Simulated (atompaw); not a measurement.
# Cd (Z = 48): one change to a PAW (atompaw) potential, before and after

```
Element                 : Cd
Generator               : atompaw 4.2.0.5
Type                    : PAW
Functional              : PBEsol
Relativity              : scalar-relativistic
Frozen core             : [Kr]
Valence charge          : 12
Reference configuration : 4d10 5s2 5p0
Partial waves           : 5s (bound): rc 2.40 bohr; 5s channel at 0.75 Ry: rc 3.00 bohr; 5p (bound, empty): rc 3.00 bohr; 5p channel at 1.25 Ry: rc 3.00 bohr; 4d (bound): rc 3.00 bohr; 4d channel at -0.5 Ry: rc 3.00 bohr
Local potential         : bessel scheme, radius 2.40 bohr
Core correction         : smooth core density matched at 1.95 bohr
Augmentation charge     : besselshape compensation charge, radius 2.60 bohr; PAW radius 3.00 bohr; waves and projectors: custom polynom gramschmidtortho
```

All-electron outer shells of the reference configuration (PBEsol, scalar-relativistic, ld1.x):

```json
{"shell": "4s", "level (eV)": "-105.81", "outermost node (bohr)": "0.43", "outermost maximum (bohr)": "0.79"}
{"shell": "4p", "level (eV)": "-66.89", "outermost node (bohr)": "0.43", "outermost maximum (bohr)": "0.84"}
{"shell": "4d", "level (eV)": "-11.73", "outermost node (bohr)": "0.42", "outermost maximum (bohr)": "0.98"}
{"shell": "5s", "level (eV)": "-5.70", "outermost node (bohr)": "1.07", "outermost maximum (bohr)": "2.32"}
{"shell": "5p", "level (eV)": "-1.14", "outermost node (bohr)": "1.20", "outermost maximum (bohr)": "3.29"}
```

Change: augmentation besselshape compensation charge, radius 2.60 bohr; PAW radius 3.00 bohr; waves and projectors: custom polynom2 7 10 vanderbiltortho.

Cutoffs: the cutoffs (Ry, on a coarse ladder) from which the occupation-weighted sum of valence levels, in a spherical-Bessel basis at the reference potential, stays within 10 and 1 mRy of its value at 400 Ry; they do not see the model core or the augmentation charge, which bear on the density cutoff.

**Question.** What does the change do?

**Answer.** The potential gets harder (10 Ry and 18 Ry → 21 Ry and 40 Ry); neither file shows a bound ghost.

| quantity | base | changed |
| --- | --- | --- |
| cutoff, loose | 10 Ry | 21 Ry |
| cutoff, tight | 18 Ry | 40 Ry |
| bound ghosts | none | none |
| s: phases at 3.02 bohr within 0.05 rad from the reference energy up to (Ry; the scan ends near 5) | 2.7 | 2.1 |
| p: phases at 3.02 bohr within 0.05 rad from the reference energy up to (Ry; the scan ends near 5) | 3.6 | 3.6 |
| d: phases at 3.02 bohr within 0.05 rad from the reference energy up to (Ry; the scan ends near 5) | 1.0 | 0.7 |
| lowest overlap eigenvalue by channel | s 0.06, p 0.44, d 0.95 | s 0.76, p 0.86, d 0.99 |

 The cutoffs see the waves, projectors and local potential, not the compensation charge or the core.
